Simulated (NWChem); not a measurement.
System: CH$_{3}$ClGeO$_{2}$; SMILES [O]1[GeH]([Cl])[O]C1

The following NWChem deck was run.

```
start job
memory heap 200 mb stack 900 mb global 1100 mb
geometry units angstroms noautoz
  Cl    -0.475009    -1.947681    -0.001569
  Ge     0.516940    -0.024303     0.001621
  O     -0.189330     1.204117    -1.135913
  C     -0.683056     1.935062    -0.002199
  O     -0.196560     1.204113     1.134664
  H      2.040437    -0.270174     0.006493
  H     -0.274102     2.972738    -0.000883
  H     -1.798314     1.967208    -0.005739
end
basis spherical
  Cl library def2-svp
  Ge library def2-svp
  O library def2-svp
  C library def2-svp
  H library def2-svp
end
dft
  xc b3lyp
  iterations 150
  mulliken
end
task dft energy
```

The geometry was optimised at PBE-D3(BJ)/def2-SVP.

Problem. Predict the main results of this run. (B3LYP/def2-SVP.) Quantities: basis functions; energy (Ha); highest occupied level (eV); orbital gap (eV); dipole (D).

Solution. 
| Quantity | Result |
|---|---|
| number of basis functions | 107 |
| energy (Ha) | -2727.11 |
| highest occupied level (eV) | -7.72 |
| orbital gap (eV) | 6.77 |
| dipole (D) | 1.37 |
